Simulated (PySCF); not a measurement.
Species: C₃H₉BBrP.
SMILES with atom numbers: `[PH3+:1][B@H-:2]([Br:3])[CH:4]1[CH2:5][CH2:6]1` (hydrogens: H7, H8, H9 on P1; H10 on B2; H11 on C4; H12, H13 on C5; H14, H15 on C6)

A GFN2-xTB structure was refined with PySCF, PBE0-D3(BJ)/def2-SVP geometry optimisation, gas phase. Its GFN2-xTB values:

```csv
coordinate,GFN2-xTB
P1–B2,1.948 Å
P1–H7,1.377 Å
B2–Br3,2.015 Å
B2–C4,1.600 Å
B2–H10,1.186 Å
C4–C5,1.508 Å
C4–C6,1.506 Å
C4–H11,1.088 Å
C5–C6,1.494 Å
C5–H12,1.081 Å
C5–H13,1.083 Å
C6–H14,1.080 Å
C6–H15,1.080 Å
P1–B2–Br3,91.9°
P1–B2–C4,108.8°
B2–C4–C5,121.9°
B2–C4–C6,122.5°
Br3–B2–C4,114.5°
C4–C5–C6,60.2°
C4–C6–C5,60.4°
C5–C4–C6,59.4°
P1–B2–C4–C5,60°
B2–C4–C5–C6,112°
B2–C4–C6–C5,-111°
```

How do these coordinates change at the PBE0-D3(BJ)/def2-SVP level?

| coordinate | PBE0-D3(BJ)/def2-SVP (Å or °) | change |
| --- | --- | --- |
| P1–H7 | 1.413 | +0.036 |
| B2–H10 | 1.216 | +0.030 |
| P1–B2 | 1.977 | +0.029 |
| B2–Br3 | 2.038 | +0.023 |
| C6–H14 | 1.094 | +0.014 |
| C5–H12 | 1.094 | +0.013 |
| C6–H15 | 1.093 | +0.013 |
| C5–H13 | 1.095 | +0.012 |
| C4–H11 | 1.098 | +0.010 |
| B2–C4 | 1.592 | -0.008 |
| C4–C5 | 1.511 | +0.003 |
| C5–C6 | 1.495 | +0.001 |
| C4–C6 | 1.506 | 0.000 |
| P1–B2–Br3 | 98.8 | +6.9 |
| P1–B2–C4 | 107.2 | -1.6 |
| B2–C4–C5 | 123.1 | +1.2 |
| B2–C4–C6 | 121.6 | -0.9 |
| Br3–B2–C4 | 115.1 | +0.6 |
| C4–C6–C5 | 60.4 | 0.0 |
| C4–C5–C6 | 60.1 | -0.1 |
| C5–C4–C6 | 59.4 | 0.0 |
| P1–B2–C4–C5 | 71 | +11 |
| B2–C4–C6–C5 | -112 | -1 |
| B2–C4–C5–C6 | 110 | -2 |

The energy falls by 3.8 kcal/mol over 6 energy and gradient evaluations, the largest force component goes from 0.0143 to 3.6e-04 Eh/bohr, and the atoms move by 0.154 Å rms after alignment. The bond that changes most is P1–H7 (ends: phosphorus bonded to B and 3 H; P–H hydrogen), which lengthens by 0.036 Å. Bonds longer at the end by more than 0.005 Å: 11 of 15; shorter: 1. Among the dihedrals that turn most is P1–B2–C4–C6, from 132° to 143°. Rotational constants go from 2013, 1563, 999.8 to 1835, 1551, 945.5 MHz.

The run used 151 basis functions and 40 SCF cycles in all. Hardware: one thread, Arm Neoverse V1 (aarch64), no GPU (shared host). Cost: 58 s of wall time, 0.71 GiB resident at most.

No frequency check. The numbers are those of one conformer.
